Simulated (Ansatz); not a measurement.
Cost and result up the ladder for Sn₂₉BH₄₈, a doped nanocrystal cut from the lattice of tin (B on an inner site) (78 atoms). Charge 0, multiplicity 2. Geometry: r2SCAN-D4/def2-SVP.

```xyz
78

Sn    4.132    5.610   -1.469
Sn    4.728    1.574    0.496
Sn    2.241    3.579    3.527
Sn    3.669   -0.131    6.191
Sn    2.974    1.832   -4.135
Sn   -1.439    2.448   -4.818
Sn    1.563   -0.877    1.787
Sn    0.070   -1.380   -2.479
Sn    0.127    2.727   -0.604
Sn   -2.303   -0.571    1.279
Sn   -0.409   -3.371    2.726
Sn   -0.752   -0.007    4.620
Sn   -2.575   -1.691   -6.765
Sn   -2.891   -4.605   -1.229
Sn   -4.584   -0.795   -2.681
Sn   -4.991   -4.233    3.065
Sn    5.853    4.111    0.133
Sn    3.779    4.510   -4.013
Sn    3.989    2.547    5.452
Sn    2.038    1.904    1.283
Sn    1.024   -0.953    6.565
Sn    0.436    1.355   -3.036
Sn   -1.807    0.964   -7.158
Sn    2.042   -2.199   -0.655
B    -0.568   -1.069    2.636
Sn   -2.414   -1.840   -1.240
Sn   -2.331    2.166    0.627
Sn   -2.535   -4.177    4.400
Sn   -4.880   -1.936   -5.213
Sn   -4.941   -5.374    0.513
H     4.727    7.216   -1.636
H     2.620    5.705   -0.659
H     4.857    0.651   -0.947
H     5.522    0.694    1.747
H     2.930    5.036    2.899
H     0.696    3.987    4.152
H     4.446   -1.090    4.995
H     4.567   -0.333    7.649
H     4.154    0.831   -3.383
H     2.927    1.381   -5.799
H    -0.871    4.020   -5.241
H    -2.938    2.664   -4.003
H     2.777   -1.343    2.931
H     0.232   -2.265   -3.954
H     0.327    4.428   -0.835
H    -3.821   -0.896    2.046
H    -0.622   -4.076    1.165
H     1.074   -4.001    3.343
H    -0.421    1.678    4.450
H    -2.349   -0.104    5.268
H    -1.284   -2.539   -6.012
H    -2.826   -2.416   -8.307
H    -1.467   -5.505   -0.883
H    -3.397   -5.066   -2.816
H    -4.438    0.911   -2.847
H    -6.014   -1.085   -1.763
H    -5.621   -2.638    2.999
H    -6.058   -5.161    4.051
H     7.406    3.962   -0.594
H     6.058    4.848    1.672
H     5.267    4.670   -4.866
H     2.618    5.459   -4.860
H     5.569    2.765    4.797
H     3.891    3.558    6.843
H     0.559   -0.441    8.141
H     1.024   -2.677    6.593
H    -0.335    1.011   -8.050
H    -2.999    1.754   -8.119
H     3.614   -1.810   -1.238
H     1.989   -3.908   -0.454
H    -2.483    3.167    2.021
H    -3.624    2.567   -0.438
H    -2.574   -3.122    5.756
H    -2.130   -5.746    4.982
H    -6.188   -1.188   -6.046
H    -5.275   -3.602   -5.045
H    -6.446   -4.984   -0.225
H    -4.916   -7.083    0.717
```

Ansatz on 11 threads of AMD EPYC 7R13 on a shared host and a whole NVIDIA H100 80GB HBM3. Times are rough, and most runs start from the orbitals of an earlier one. PBE0-D4/def2-SVP serves as the yardstick here, not as an exact answer. Differences are given only for rows in sets of like size (and for xTB, whose basis is part of the method), since another set adds its own error. Binding counts from free atoms at the same level (Sn triplet, B doublet, H doublet; other spins of the atoms weren't run), without zero-point energy or a counterpoise term.

In the def2 sets Sn takes a core potential; there is no spin–orbit coupling. Single mean-field runs in def2-SVP, def2-mTZVP are fitted with def2-universal-jkfit.

```json
{"level": "PBE-D4/def2-SVP", "functions": "1008", "wall time": "9 s", "binding energy per atom (eV)": "2.43", "difference from PBE0-D4/def2-SVP (eV)": "0.00"}
{"level": "r2SCAN-D4/def2-SVP (with forces)", "functions": "1008", "wall time": "14 s", "binding energy per atom (eV)": "2.43", "difference from PBE0-D4/def2-SVP (eV)": "0.01"}
{"level": "r2SCAN-D4/def2-mTZVP", "functions": "1207", "wall time": "15 s", "binding energy per atom (eV)": "2.41", "difference from PBE0-D4/def2-SVP (eV)": "–"}
{"level": "PBE0-D4/def2-SVP", "functions": "1008", "wall time": "22 s", "binding energy per atom (eV)": "2.43", "difference from PBE0-D4/def2-SVP (eV)": "0.00"}
{"level": "BHLYP-D4/def2-SVP (with forces)", "functions": "1008", "wall time": "33 s", "binding energy per atom (eV)": "2.42", "difference from PBE0-D4/def2-SVP (eV)": "-0.01"}
```
